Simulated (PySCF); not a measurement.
Sn(AsH2)(H)3 (AsH₅Sn), SMILES [AsH2][SnH3]. Geometry: PBE-D3(BJ)/def2-TZVP. The def2 effective core potentials stand for the cores of Sn; spin–orbit coupling is left out.

Calculation: PBE-D3(BJ)/def2-TZVP (PySCF).

Harmonic wavenumbers (cm⁻¹): 99, 212, 343, 356, 583, 618, 649, 696, 697, 951, 1852, 1868, 1871, 2115, 2129. Rotational constants (GHz): 40.06, 1.498, 1.497; symmetry number 1.

Work out the zero-point energy and the ideal-gas rigid-rotor harmonic-oscillator thermochemistry at 298.15 K and 1 atm.

ZPE = ½ Σ hcν = ½ × 15040 cm⁻¹ = 21.50 kcal/mol. H − E(el) = 25.58 kcal/mol. Entropy in cal/(mol K): translation 41.76, rotation 25.68, vibration 9.84, total 77.29. G − E(el) = 2.54 kcal/mol. Cp = 20.05 cal/(mol K). Modes under 150 cm⁻¹ make the vibrational entropy uncertain.
